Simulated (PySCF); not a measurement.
# Telling isomers of C4H7F3OSi apart by NMR

[PySCF: coordinates at the GFN2-xTB level; PBE0/pcSseg-1 with gauge-including orbitals; no solvent; non-relativistic Hamiltonian; rapidly exchanging positions averaged; a single conformation]

References, each an isolated molecule treated in the same way: 1H, 13C vs TMS. Splittings of carbon signals by F and P are missing where no couplings were computed. Where no couplings were computed, multiplicities follow the n + 1 count of equivalent neighbours, and m marks all less simple cases (inequivalent or close neighbours, rings, F or P nearby). Shifts are as computed. Against solution values, carbons near 30 ppm lie about +3 ppm off and those near 130 ppm about +5 ppm. Of 1309 compounds with measured shifts, 239 miss one by over three times the rms of a fit or turn the order of signals round; such compounds aren't used in these exercises.

(1) Tabulate the signals of `CO[C@@H]1[SiH2][C@]1(F)C(F)F`, `C=C[C@@H](O[SiH2]F)C(F)F` and their relative energies.

(2) What is the quickest way to tell CO[C@@H]1[SiH2][C@]1(F)C(F)F from C=C[C@@H](O[SiH2]F)C(F)F?

## Answers

(1) 
| SMILES | carbon types | δC | δH | E rel. (kcal/mol) |
| --- | --- | --- | --- | --- |
| CO[C@@H]1[SiH2][C@]1(F)C(F)F | 1×C 2×CH 1×CH3 | 119.5, 89.0, 73.0, 63.1 | 6.72 (m, 1H), 4.26 (m, 1H), 3.49 (s, 3H), 3.46 (m, 1H), 3.03 (m, 1H) | 86.7 |
| C=C[C@@H](O[SiH2]F)C(F)F | 3×CH 1×CH2 | 138.0, 127.4, 120.4, 77.7 | 6.48 (m, 1H), 6.09 (m, 1H), 5.99 (m, 1H), 5.97 (m, 1H), 5.10 (m, 1H), 5.05 (m, 1H), 4.98 (m, 1H) | 0.0 |

Energies are electronic energies at PBE0/pcSseg-1 on these geometries, without zero-point or thermal terms, each for the one conformer computed, which needn't be the lowest.

(2) Both give the same number of carbon signals, but DEPT or the intensities differ. The first has a three-membered-ring carbon (C) at 89.0 ppm, the second a terminal =CH2 carbon at 127.4 ppm. Their most deshielded carbons lie at 119.5 and 138.0 ppm.
